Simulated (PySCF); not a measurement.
# Computed records: BClH3OSi, CH5AlBO, BH6NSi2, Al2BH3N and others

Calculation on a computer-drawn molecule: the log of a Hartree-Fock and frozen-core CCSD(T) single point meant for a local Hartree-Fock minimum, with one planted fault or none, to be diagnosed. Offsets are logged minus clean, where the clean run is the same molecule without the fault. The reference is restricted for singlets and unrestricted otherwise, and also for a bond in bohr or an excited solution. Adding or removing an electron swaps singlet and doublet. The excited solution moves the top pair (singlet) or top alpha electron (doublet) to the lowest empty orbital. Highest occupied and lowest empty are orbital energies over both spins, largest force is the largest gradient component, triples share is (T) over the correlation energy, the T1 limit is 0.02 restricted and 0.045 unrestricted, electrons count all cores, a negative frequency is imaginary (commonest isotopes), and the dipole is about the centre of nuclear charge. Program: PySCF 2.14.0.

Common to all runs: meant basis cc-pV(D+d)Z; logged SCF converged yes; logged CC converged yes; logged SCF stable within its kind yes; possible faults no fault, one electron removed, one electron added, multiplicity raised by two, geometry at a saddle point, SCF held on an excited solution, minimal basis STO-3G, one bond length entered in bohr, all coordinates scaled.

(1) BClH3OSi

Logged structure:
```xyz
7
BClH3OSi
B     -0.5660     0.0629    -0.7836
O     -1.3813    -0.8364    -0.7420
Si    -2.6004    -2.1632    -0.5474
Cl    -2.9230    -2.2431     1.4290
H      0.2193     0.9284    -0.8276
H     -1.8715    -3.3040    -1.0783
H     -3.7203    -1.6398    -1.3129
```

```
meant charge                         : 1
meant multiplicity                   : 1
logged electrons                     : 47
logged basis functions               : 89
logged spin squared                  : 0.7642
logged highest occupied              : -4.5222 eV
logged lowest empty                  : 2.7897 eV
logged largest force                 : 0.14956 hartree/bohr
logged T1 diagnostic                 : 0.020008
logged D1 diagnostic                 : 0.102
logged triples share                 : 0.024796
logged dipole magnitude              : 3.1845 debye
logged energy HF                     : -849.73229 hartree
logged energy CCSD(T)                : -850.26758 hartree
planted fault                        : one electron added
HF energy offset from clean run      : -83.37 kcal/mol
CCSD(T) energy offset from clean run : -89.63 kcal/mol
```

Drawn bonds:
```
atom  other atom  order
   1           2      1
   2           3      1
   3           4      1
   1           5      1
   3           6      1
   3           7      1
```

(2) CH5AlBO

Logged structure:
```xyz
9
CH5AlBO
B     -1.3482     2.6398     0.8967
C     -0.9773     1.8019    -0.3113
O     -0.4744     2.2959    -1.4396
Al     0.5338     3.5278    -2.0500
H     -1.8037     2.1088     1.8713
H     -1.1851     3.8338     0.8719
H     -1.1234     0.7250    -0.3594
H      0.2747     3.9379    -3.5403
H      1.6704     4.1103    -1.1367
```

```
meant charge                         : 0
meant multiplicity                   : 2
logged electrons                     : 36
logged basis functions               : 90
logged spin squared                  : 0
logged highest occupied              : -16.251 eV
logged lowest empty                  : -6.5607 eV
logged largest force                 : 0.15035 hartree/bohr
logged T1 diagnostic                 : 0.023766
logged D1 diagnostic                 : 0.098705
logged triples share                 : 0.028531
logged dipole magnitude              : 3.8399 debye
logged energy HF                     : -381.96016 hartree
logged energy CCSD(T)                : -382.45777 hartree
planted fault                        : one electron removed
HF energy offset from clean run      : 178.8 kcal/mol
CCSD(T) energy offset from clean run : 185.2 kcal/mol
```

Drawn bonds:
```
atom  other atom  order
   1           2      1
   2           3      1
   3           4      1
   1           5      1
   1           6      1
   2           7      1
   4           8      1
   4           9      1
```

Notes: T1 above single-reference limit.

(3) BH6NSi2

Logged structure:
```xyz
10
BH6NSi2
N     -0.7398    -1.4212     2.4320
B     -0.9824    -0.2829     2.0376
Si    -1.3514     1.5690     1.3582
Si    -0.1870     1.9594    -0.6657
H     -0.5505    -2.3329     2.7550
H     -2.8104     1.7146     1.1406
H     -0.9244     2.5473     2.3867
H     -0.4593     3.3358    -1.1449
H     -0.6289     0.9930    -1.6985
H      1.2707     1.8038    -0.4495
```

```
meant charge                         : 0
meant multiplicity                   : 1
logged electrons                     : 46
logged basis functions               : 104
logged spin squared                  : 0
logged highest occupied              : -10.863 eV
logged lowest empty                  : 3.0836 eV
logged largest force                 : 1.596e-05 hartree/bohr
logged lowest frequency              : 92.887 cm⁻¹
logged T1 diagnostic                 : 0.016019
logged D1 diagnostic                 : 0.041596
logged triples share                 : 0.032896
logged dipole magnitude              : 0.14399 debye
logged energy HF                     : -660.50919 hartree
logged energy CCSD(T)                : -661.02922 hartree
planted fault                        : no fault
HF energy offset from clean run      : 0 kcal/mol
CCSD(T) energy offset from clean run : 0 kcal/mol
```

Drawn bonds:
```
atom  other atom  order
   1           2      2
   2           3      1
   3           4      1
   1           5      1
   3           6      1
   3           7      1
   4           8      1
   4           9      1
   4          10      1
```

(4) Al2BH3N

Logged structure:
```xyz
7
Al2BH3N
B     -1.3110    -0.3367    -3.1220
N     -1.6212     0.2528    -2.0654
Al    -2.0618     1.1869    -0.6165
Al    -2.4910     0.3292     1.8213
H     -1.0197    -0.8934    -4.1122
H     -1.3437     0.4306     2.9159
H     -3.9760     0.0913     2.3338
```

```
meant charge                         : 0
meant multiplicity                   : 2
logged electrons                     : 41
logged basis functions               : 89
logged spin squared                  : 3.7573
logged highest occupied              : -6.0789 eV
logged lowest empty                  : -1.2543 eV
logged largest force                 : 0.023498 hartree/bohr
logged T1 diagnostic                 : 0.023182
logged D1 diagnostic                 : 0.070307
logged triples share                 : 0.036197
logged dipole magnitude              : 1.1123 debye
logged energy HF                     : -564.62282 hartree
logged energy CCSD(T)                : -564.99826 hartree
planted fault                        : multiplicity raised by two
HF energy offset from clean run      : 71.05 kcal/mol
CCSD(T) energy offset from clean run : 83.32 kcal/mol
```

Drawn bonds:
```
atom  other atom  order
   1           2      1
   2           3      2
   3           4      1
   1           5      1
   4           6      1
   4           7      1
```

(5) C2H6OSi

Logged structure:
```xyz
10
C2H6OSi
C     -2.2167    -0.2973     3.1742
Si    -0.9614    -1.1372     2.1364
C     -0.8842    -1.0179     0.0888
O     -2.0071    -0.1791    -0.5092
H     -3.0280     0.4228     2.7218
H     -2.2466    -0.4247     4.3421
H      0.1610    -2.0943     2.7543
H     -0.8517    -2.1122    -0.3777
H      0.1333    -0.5038    -0.2301
H     -2.9120    -0.5907    -0.2583
```

```
meant charge                         : 0
meant multiplicity                   : 1
logged electrons                     : 40
logged basis functions               : 95
logged spin squared                  : 0
logged highest occupied              : -8.0743 eV
logged lowest empty                  : 2.1923 eV
logged largest force                 : 0.064834 hartree/bohr
logged T1 diagnostic                 : 0.014768
logged D1 diagnostic                 : 0.050111
logged triples share                 : 0.034755
logged dipole magnitude              : 1.9237 debye
logged energy HF                     : -442.89976 hartree
logged energy CCSD(T)                : -443.55479 hartree
planted fault                        : all coordinates scaled, by +8.4 %
HF energy offset from clean run      : 37.54 kcal/mol
CCSD(T) energy offset from clean run : 21.45 kcal/mol
```

Drawn bonds:
```
atom  other atom  order
   1           2      2
   2           3      1
   3           4      1
   1           5      1
   1           6      1
   2           7      1
   3           8      1
   3           9      1
   4          10      1
```
